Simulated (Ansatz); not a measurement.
**AlClF2 (SMILES [F][Al]([F])[Cl]): from total energies to a heat of formation**

AlClF2 has 4 atoms, charge 0, and is taken as a singlet. As SMILES, `[F][Al]([F])[Cl]`. The shape is that of a PBE0-D4/def2-TZVP optimisation.

```xyz
4

F     0.9972    0.7218    1.1496
Al    0.0693   -0.0508    0.0536
F     0.2735   -1.6538   -0.1647
Cl   -1.3400    0.9828   -1.0386
```

Total energies at CAM-B3LYP/def2-SVPD (Ansatz 0.2.0); the atoms run unrestricted:

| species | state | energy (Eh) |
| --- | --- | --- |
| AlClF2 | singlet | -902.157777 |
| F | doublet | -99.629807 |
| Al | doublet | -242.282605 |
| Cl | doublet | -460.014807 |

Harmonic wavenumbers at PBE0-D4/def2-TZVP, in cm⁻¹: 184, 234, 263, 511, 834, 953.

Measured heats of formation of the gaseous atoms at 298.15 K, in kJ/mol: F 79.4, Al 329.7, Cl 121.3. Spin-orbit lowering of the atoms at 298 K (mean of the ground term's levels less their thermal mean, from spectra), in kJ/mol: F 1.29, Al 0.17, Cl 3.44. Take 1 Eh = 2625.50 kJ/mol, 1 cm⁻¹ = 0.0119627 kJ/mol, RT = 2.479 kJ/mol.

**Question.** What heat of formation follows?

**Answer.** 
1. Electronic atomisation energy: 2 × (-99.629807) + (-242.282605) + (-460.014807) − (-902.157777) = 0.600751 Eh = 1577.3 kJ/mol.
2. Zero-point energy: half the sum of the wavenumbers, 1489.5 cm⁻¹ = 17.8 kJ/mol.
3. Thermal vibrational enthalpy, Σ hcν̃/(exp(hcν̃/kT) − 1): 5.0 kJ/mol. Translation, rotation and pV of a non-linear molecule: 4 RT = 9.9 kJ/mol.
4. The 4 free atoms carry 5/2 RT each: 24.8 kJ/mol.
5. Spin-orbit coupling lowers the free atoms by 2 × 1.29 + 0.17 + 3.44 = 6.2 kJ/mol.
6. Atomisation enthalpy at 298 K: 1577.3 − 6.2 − 17.8 − 5.0 − 9.9 + 24.8 = 1563.2 kJ/mol.
7. Sum of the atoms' heats of formation: 609.8 kJ/mol. Heat of formation: 609.8 − 1563.2 = -953.4 kJ/mol.

The tabulated value is -999.1 kJ/mol (NIST-JANAF tables), so this level is off by +45.7 kJ/mol, or 2.8 % of the atomisation enthalpy that the table implies (1608.9 kJ/mol). Anharmonicity and any spin-orbit splitting of the molecule are left out.
